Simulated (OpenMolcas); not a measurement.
## Co4+, Rh4+, Ir4+: d⁵ down the group

```yaml
Program: OpenMolcas 26.06
Method: CASSCF
Basis: ANO-R3
Scalar_Hamiltonian: X2C, finite nucleus
Spin-orbit_coupling: state interaction with AMFI integrals over the reference wave functions, term energies averaged over their components
```

Active space for each ion: 5 electrons in 5 orbitals (d).

Computed levels in cm-1 above ⁶S_5/2:

```csv
Level,Co4+,Rh4+,Ir4+
⁴G_7/2,42495,30599,27412
⁴G_11/2,42506,30684,28373
⁴G_9/2,42519,30781,29433
⁴P_1/2,49069,35430,32252
⁴D_7/2,52736,37563,35675
⁴D_1/2,52871,38518,40222
²I_11/2,60488,43613,40450
²I_13/2,60589,44278,44011
²F_7/2(1),70056,52036,57112
weight of ⁶S in the lowest level (%),100,99,89
```

Mixed levels, with the weight of the term that names them: Rh4+ ²F_7/2(1) (59 %), Ir4+ ⁴G_7/2 (72 %), Ir4+ ⁴P_1/2 (66 %), Ir4+ ⁴D_7/2 (73 %), Ir4+ ⁴D_1/2 (70 %), Ir4+ ²F_7/2(1) (56 %).

Measured, with the error of the calculation in %. Measured levels: Co4+ from Sugar and Corliss, J. Phys. Chem. Ref. Data 10, 1097 (1981).

| Level | Co4+ |
| --- | --- |
| ⁴G_11/2 | 37218 (+14.2) |
| ⁴P_1/2 | 41024 (+19.6) |
| ⁴D_7/2 | 44709 (+18.0) |
| ⁴D_1/2 | 44908 (+17.7) |
| ²F_7/2(1) | 59455 (+17.8) |

Without spin-orbit coupling ⁴G lies 42502, 30660, 28191 cm-1 above ⁶S in that order; the difference to the level ⁴G_7/2, of either sign, comes from spin-orbit coupling, which also lowers the zero.

Without dynamic correlation excited terms often stand tens of per cent too high (terms of higher spin than the ground term too low), and those without a measured partner can miss by more than the paired ones. Computed and measured levels are paired by configuration, term and J; levels that our copy of the source lacks, or whose pairing is in doubt (as where it misses far off the trend of its configuration), stay unpaired and out of the deviations. Levels of configurations outside the active space are missing.

A number in round brackets counts repeated terms of one configuration in the order of the reference energies.
